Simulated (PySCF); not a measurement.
Computed IR spectrum (relative IR intensity) of a molecule C6H5I. The structure is a stationary point at PBE-D3(BJ)/def2-SVP. The def2 effective core potentials stand for the cores of I; spin–orbit coupling is left out. One conformer was computed; it need not be the lowest. All values below come from PBE-D3(BJ)/def2-SVP in PySCF 2.14.0. Frequencies are harmonic and unscaled.

ν (cm⁻¹): 275 (vw), 368 (vw), 419 (w), 473 (w), 476 (w), 587 (vw), 612 (m), 647 (m), 810 (w), 894 (m), 947 (w), 959 (w), 1036 (w), 1139 (m), 1218 (m), 1368 (w), 1578 (w), 1636 (w), 3052 (vw), 3065 (w), 3407 (vs) (against the strongest line: vs over 80 %, s over 45 %, m over 15 %, w over 4 %, vw less)

### Question
Identify the compound among the candidates.
A) Ic1ccccc1
B) C#CC(=C)C(=C)I
C) C#CC(=C)/C=C\I
D) C#C/C=C(\I)C=C

### Answer
D, C#C/C=C(\I)C=C
